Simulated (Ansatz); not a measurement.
Consider the redistribution: `[CH3][Mo](=[O])(=[O])[F]` + `[NH2][Hf]([Cl])([Cl])[Cl]` → `[CH3][Mo]([NH2])(=[O])=[O]` + `[F][Hf]([Cl])([Cl])[Cl]`.

Program: Ansatz. Geometries: PBE0-D4/def2-TZVP. ΔE: electronic, gas phase. CCSD(T)/CBS is the MP2 limit (def2-TZVPP, def2-QZVPP) plus CCSD(T) − MP2 in def2-TZVPP, frozen cores. Functionals use def2-TZVPP. B3LYP here is the variant with VWN-RPA as its local correlation; programs differ in this. Elements past krypton have def2 core potentials. For Hf, Mo outer-core shells are correlated without core-valence functions, which leaves a few kJ/mol of doubt a bond. Each species was taken in one conformer, which may not be the lowest.

| level | ΔE (kJ/mol) |
| --- | --- |
| r2SCAN0-D4 | -54.4 |
| B3LYP | -55.7 |
| LC-ωPBE | -52.8 |
| SCS-MP2/def2-QZVPP | -53.1 |

Task: What does CCSD(T)/CBS give? (Best estimate.)

Result: Ansatz gave: -56.5 kJ/mol. The listed levels differ from it by 2.1, 0.8, 3.7, 3.4 kJ/mol.

Largest T1 diagnostic among the species: 0.025, so the coupled-cluster value is less sure than usual.

Leaving LDA and LC-ωPBE aside and taking each functional with its dispersion term where it has one, the values, not all of them listed here, spread over 4.9 kJ/mol, from BLYP-D4 to B97M-V. At CCSD(T), def2-SVP lies −6.1 kJ/mol from the extrapolated value and def2-TZVPP −0.4 kJ/mol.
